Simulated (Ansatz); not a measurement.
Computed with Ansatz on PBE0-D4/def2-TZVP structures; ΔE is electronic, products minus reactants. CCSD(T)/CBS is the MP2 limit (def2-TZVPP, def2-QZVPP) plus CCSD(T) − MP2 in def2-TZVPP, frozen cores. DFT in def2-TZVPP. Each species was taken in one conformer, which may not be the lowest.

Consider the ligand exchange at the Si–C bond: `BC(F)([SiH3])[SiH3]` + `NB(N)O` → `NB(N)O[SiH3]` + `BC(F)[SiH3]`.

```json
{"level": "r2SCAN", "ΔE (kJ/mol)": "-87.3"}
{"level": "MP2/def2-TZVPP", "ΔE (kJ/mol)": "-88.2"}
```

Question: What does CCSD(T)/CBS give? (Best estimate.)

Answer: The calculation gave: -86.7 kJ/mol. The listed levels differ from it by -0.6, -1.5 kJ/mol.

Largest T1 diagnostic among the species: 0.014.

The D4 term adds +5.8 kJ/mol with B3LYP and +3.0 kJ/mol with PBE0; it sums over pairs of atoms, weighted by their polarisabilities, and B3LYP, whose exchange is more repulsive, gets the larger term. From PBE to PBE0 (25 % exact exchange), in def2-TZVPP and without D4, ΔE moves by −5.1 kJ/mol. In def2-TZVPP, CCSD(T) changes the Hartree–Fock value by +26.0 kJ/mol (the triples alone add +3.9 kJ/mol) and MP2 by +25.3 kJ/mol.

B3LYP here is the variant with VWN-RPA as its local correlation; programs differ in this.
